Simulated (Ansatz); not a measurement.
One geometry of Al₃N₃H₁₂, a cluster cut from zinc blende AlN (hydrogen-capped), several levels of theory.

```yaml
crystal:
  periodic: [false, false, false]
  atoms:
    - {symbol: Al, position_ang: [-0.681447, -0.679683, 1.760968]}
    - {symbol: Al, position_ang: [1.766718, -0.665145, -0.672137]}
    - {symbol: Al, position_ang: [-0.661403, 1.767761, -0.672943]}
    - {symbol: N, position_ang: [-1.601878, 0.591994, 0.584517]}
    - {symbol: N, position_ang: [0.565806, 0.564107, -1.617073]}
    - {symbol: N, position_ang: [0.588434, -1.603038, 0.584894]}
    - {symbol: H, position_ang: [-1.773059, -1.769028, 2.197726]}
    - {symbol: H, position_ang: [0.148376, 0.148679, 2.838511]}
    - {symbol: H, position_ang: [2.251588, -1.752502, -1.745161]}
    - {symbol: H, position_ang: [2.807156, 0.199901, 0.167258]}
    - {symbol: H, position_ang: [-1.747757, 2.254063, -1.746342]}
    - {symbol: H, position_ang: [0.205083, 2.807068, 0.166348]}
    - {symbol: H, position_ang: [-2.372778, 0.117631, 0.101236]}
    - {symbol: H, position_ang: [-2.087491, 1.232855, 1.225489]}
    - {symbol: H, position_ang: [0.061844, 0.060939, -2.355818]}
    - {symbol: H, position_ang: [1.190505, 1.187432, -2.144842]}
    - {symbol: H, position_ang: [0.112421, -2.372750, 0.101399]}
    - {symbol: H, position_ang: [1.227891, -2.090264, 1.225979]}
basis:
  gaussian: {orbitals: def2-TZVP, initial_orbitals: start.molden}
magnetization: {spin_polarized: true, initial_magnetization: 2}
hamiltonian: {xc: pbe, dispersion: d4}
scf: {omitted_lower_state_checks: [starts]}
output: {orbitals: {seedname: orbitals}}
```

The file start.molden holds the orbitals of an earlier run on this structure, at another level or in another basis.

```sh
$ ansatz run in.yaml --threads 4 --pin off --events-out ev --progress --plain --max-ram 4787MiB
```

Shortened log:

```
Functional definition: PBE
1770 factors; their error is unknown
mean field evaluation 1: about -24441.0201 eV, gradient 9.4e0 eV
mean field evaluation 2: about -24441.3025 eV, gradient 6.9e-1 eV
mean field evaluation 4: about -24441.3313 eV, gradient 4.5e-1 eV
mean field evaluation 8: about -24441.3320 eV, gradient 1.1e-1 eV
mean field evaluation 16: about -24441.3339 eV, gradient 3.8e-5 eV
mean field -24441.33391656 eV, -898.2024545026 hartree, gradient 1.7e-6 eV, S^2 2.002122; 0 other end points of the search recorded, 0 dependent functions left out
reference -24441.33399009 eV, -898.2024572045 hartree; 37, 35 occupied and 239, 241 virtual orbitals, 1770 factors
Total energy: -24441.82952572 eV, -898.2206678031 hartree
Checks for a lower state left out: starts
```

It took 38 s on 4 threads of Arm Neoverse V1 on a shared host, peak host memory 1.1 GiB.

The first input with `gaussian: {orbitals: def2-TZVP}`, `hamiltonian: {xc: pbe0, dispersion: d4}` (abridged; 32 s):

```
Functional definition: PBE0
mean field evaluation 16: about -24443.1327 eV, gradient 1.3e-1 eV
mean field evaluation 32: about -24443.2595 eV, gradient 6.1e-2 eV
mean field -24443.25917074 eV, -898.2732062887 hartree, gradient 4.5e-6 eV, S^2 2.008160
Total energy: -24443.68744520 eV, -898.2889450846 hartree
Checks for a lower state left out: starts
```

Geometry: r2SCAN-D4/def2-SVP, that of the neutral singlet.

At PBE-D4/def2-TZVP the gap within one spin of the charge 0 triplet nearly closes, so an electron or hole may be smeared out by delocalisation error. At PBE0-D4/def2-TZVP a singlet of charge 0 lies 6.36 eV below the triplet at the same geometry.
